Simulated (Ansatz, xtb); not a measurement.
## B2FO+: where a starting geometry ends

The starting geometry of this gas-phase singlet has its atoms placed at random.

```yaml
atoms:
  - { symbol: B, position_ang: [-0.4275, -0.4815, 1.2638] }
  - { symbol: B, position_ang: [0.3079, 1.1997, 1.2052] }
  - { symbol: F, position_ang: [-0.6645, 1.1734, 0.3177] }
  - { symbol: O, position_ang: [-0.6078, -0.8312, -0.3738] }
```

Q: One run relaxed it with r2SCAN-D4/def2-SVP. What is a likely outcome?

A: It ends as `O=B[B+]F`. Distances that change by over a tenth: B1–B2 (1.84 → 1.65 Å), B1–O4 (1.68 → 1.20 Å).

The energy falls by 8.76 eV over 12 steps:

| step | E − E(last) (eV) |
| --- | --- |
| 1 | 8.761 |
| 2 | 4.872 |
| 3 | 3.363 |
| 5 | 1.688 |
| 6 | 1.034 |
| 7 | 0.614 |
| 8 | 0.270 |
| 10 | 0.000 |
| 11 | 0.000 |
| 12 | 0.000 |

Final geometry (Å):

```xyz
4

B    -0.3886   -0.5604    0.5087
B    -0.3058    1.0779    0.6980
F    -0.2460    2.2917    0.8370
O    -0.4515   -1.7487    0.3692
```

From the same start GFN2-xTB reaches the same bonding as this run.

From so rough a start the end depends on the optimiser's path, so another program may land elsewhere. The end wasn't checked by frequencies. Run with Ansatz 0.2.0, 28 s on 1 thread of Arm Neoverse N1 (shared host).
